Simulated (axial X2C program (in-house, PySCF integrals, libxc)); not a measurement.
## Which molecule has these constants?

Calculated with an in-house relativistic program for diatomic molecules, spin-free (one-electron X2C) or two-component (2c: spin–orbit coupling with atomic mean-field Coulomb and Gaunt terms, which also bring small scalar terms), in Dyall basis sets with cores contracted in-house; open shells are unrestricted.

A two-component PBE0 calculation in a Dyall 3-zeta basis gave Re = 2.539 Å, ωe = 178.2 cm⁻¹, De = 1.28 eV, dipole magnitude 0.05 D, Ω = 1/2.

Question: Which molecule is it?
A. CuC
B. CuSn
C. CuPb

Answer: C. The others have CuC 1.781 Å and 625.4 cm⁻¹ (Ω = 3/2); CuSn 2.461 Å and 212.6 cm⁻¹ (Ω = 1/2).

Each entry is the lowest single determinant of a limited PBE0 search at one distance. De goes to single-determinant-based atoms at the same level (for ions the charge split of lowest energy) and is withheld (n/a) where an atom does not fit its ground term or J level. Main or longest-lived isotopes. One determinant is a doubtful description, or other states lie close, for CuC; these need not be ground states, and all values refer to the states named. With several unpaired electrons the Ω given is that of one determinant, not necessarily of the lowest component. Some light 2c atoms are not at their ground J level, so De misses part of their lowering (0.04 eV or less). The functionals have no current term, which raises determinants with orbital currents.
